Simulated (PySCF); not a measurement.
NMR data simulated for an unnamed compound:

1H NMR (400 MHz, computed): δ 7.82 (m, 1H), 7.12 (m, 1H), 6.75 (m, 1H), 5.05 (m, 1H), 4.65 (m, 1H), 3.92 (d, 3H), 3.34 (m, 1H).

13C{1H} NMR (computed): δ 153.7 (C), 153.5 (CH), 130.1 (CH), 117.3 (CH), 25.1 (CH).

- PBE0/pcSseg-1 with gauge-including orbitals
- coordinates at the GFN2-xTB level
- run in PySCF
- non-relativistic Hamiltonian, averaged over atoms made equivalent by symmetry, fast rotation or ring inversion, gas phase, one computed conformer

Chemical shifts δ = σref − σ; 1H, 13C vs TMS, all at this level.

Which of these does the molecule contain: an N-methyl group, a heteroaromatic ring, a benzene ring, a C≡C triple bond, a Si–H bond?

Results:


- An N-methyl group: no.
- A heteroaromatic ring: yes.
- A benzene ring: no.
- A C≡C triple bond: no.
- A Si–H bond: yes (δH 3.92 (d)).

The data belong to SMILES [SiH3][C@H](Cl)[SiH2]c1ccco1, C$_{5}$H$_{9}$ClOSi$_{2}$; they needn't prove each group on their own.

Carbon signals by region: 4 in the sp2 and nitrile region (100–160 ppm), 1 below 50 ppm.

Carbons that carry Cl, above all several Cl atoms, come out too deshielded, partly because spin–orbit coupling is missing. Shifts are as computed. Against solution values, carbons near 30 ppm lie about +3 ppm off and those near 130 ppm about +5 ppm; carbons on Cl a further +6 ppm. Of 1211 compounds with measured shifts, 218 miss one by over three times the rms of a fit or turn the order of signals round; such compounds aren't used in these exercises. No couplings were computed; multiplicities are counted from neighbouring protons, with m where these are inequivalent, close in shift, in a saturated or five-membered ring or joined by F or P, and br s for small geminal =CH2 splittings.
